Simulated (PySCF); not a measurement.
# [LaCl2]+ at several levels of theory

Computed with PySCF 2.14.0 (density fitting, no spin-orbit coupling) at the geometry relaxed with PBE0:

```xyz
3
[LaCl2]+ (singlet)
La    0.0000    0.0000   -0.6023
Cl    2.0361    0.0000    0.8532
Cl   -2.0361    0.0000    0.8532
```

```tsv
level	basis	state	HOMO (eV)	gap (eV)	charge on La1 (e)	population of f-type functions on La1 (polarisation alone where 4f lies in the core)	dipole about the centre of mass (D)	largest force component (eV/Å)
PBE0	La lcecp-1-SVP with ECP46, Cl def2-SVP	singlet	-13.47	5.84	1.37	0.06	7.22	0.01
PBE0	La lcecp-1-TZVP with ECP46, Cl def2-TZVP	singlet	-13.41	5.93	1.62	0.09	7.10	0.34
```

In the lcecp rows the 4f levels are missing from HOMO and gap, and the state counts the valence alone.

Charges are Mulliken's, which hang on the basis. The relaxation used the grid (50, 194), these runs (75, 302) or, all-electron (x2c bases, spin-free X2C Hamiltonian), (99, 590).

Q: A further run in the first row's basis gives HOMO (eV) -14.67, gap (eV) 7.84, charge on La1 (e) 1.36, population of f-type functions on La1 (polarisation alone where 4f lies in the core) 0.06, dipole about the centre of mass (D) 7.47, largest force component (eV/Å) 0.10. Which level was it?
A. CAM-B3LYP
B. revPBE

A: A. The others give HOMO -12.14 eV (revPBE).

In the first row's basis the gap widens with exact exchange: 3.9 eV for revPBE (none); 5.8 eV for PBE0 (a fixed share); 7.8 eV for CAM-B3LYP (rising or full at long range).
